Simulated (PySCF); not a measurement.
Hg(2+): excitation energy

Hg(2+) [Xe] 4f14 5d10 (1S) → Hg(2+) [Xe] 4f14 5d9 6s1 (3D), as a difference of total energies. Computed with PySCF 2.14 in ANO-RCC-VTZP (8s7p5d3f1g, 84 functions), with the spin-free X2C one-electron Hamiltonian (Gaussian nucleus). Correlated levels: valence and next inner shell: [Kr] 4d10 4f14 frozen. The calculations carry no spin-orbit coupling.

```tsv
method	excitation energy (eV)
UHF	5.849
MP2 (valence and next inner shell)	5.981
SCS-MP2 (valence and next inner shell)	6.057
CCSD (valence and next inner shell)	5.933
CCSD(T) (valence and next inner shell)	5.932
```

How much does correlation contribute at CCSD(T) (valence and next inner shell)?

5.932 − (5.849) = 0.083 eV, measured against UHF.

A first-order spin-orbit estimate (lowest level to lowest level, LS coupling) adds -0.792 eV.

The basis was made for the ground configuration and has no added diffuse functions, so the excitation energy can come out too high.
